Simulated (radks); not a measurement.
Cl2+, 15 electrons, occupied as [Ne] 3s1 3p3 4s1 (not the ground configuration). All-electron calculation, non-relativistic Kohn-Sham, SCAN, spin-unpolarised, spherical densities, point nucleus; meta-GGA in the generalised Kohn-Sham scheme. Program: a radial shooting solver on a logarithmic mesh with Libxc functionals.

Local quantities along the radius. ELF = 1/(1 + alpha^2) is the electron localisation function; alpha = (tau - tau_W)/tau_unif compares the Pauli kinetic energy density with that of the uniform gas; s = |grad rho|/(2 (3 pi^2)^(1/3) rho^(4/3)) is the reduced gradient.

r (bohr),ELF,alpha,s
0.007486,1.000,0.01292,0.4047
0.009748,1.000,0.01433,0.4149
0.01269,1.000,0.01641,0.4286
0.01653,1.000,0.01960,0.4469
0.02169,0.999,0.02492,0.4725
0.02825,0.999,0.03383,0.5066
0.03678,0.997,0.05038,0.5534
0.0479,0.993,0.08443,0.6175
0.06237,0.974,0.1631,0.7028
0.08121,0.883,0.3647,0.8018
0.1057,0.562,0.8821,0.8570
0.1388,0.260,1.689,0.7048
0.1807,0.290,1.563,0.3966
0.2353,0.588,0.8366,0.2944
0.3064,0.810,0.4837,0.3961
0.399,0.861,0.4014,0.5914
0.5196,0.767,0.5508,0.8891
0.6766,0.271,1.640,1.183
0.8881,0.097,3.049,0.6810
1.156,0.476,1.050,0.4325
1.506,0.691,0.6686,0.7664
1.961,0.368,1.309,1.257
2.553,0.065,3.786,1.387
3.324,0.242,1.771,1.086
4.329,0.886,0.3587,1.938
5.682,0.989,0.1046,4.627
7.398,0.997,0.05072,13.68
9.634,0.998,0.04799,56.86

On this mesh the ELF has minima near r = 0.16, 0.89, 2.6 bohr, which separate the shells, and maxima near 0.40 (0.86), 1.5 (0.69).
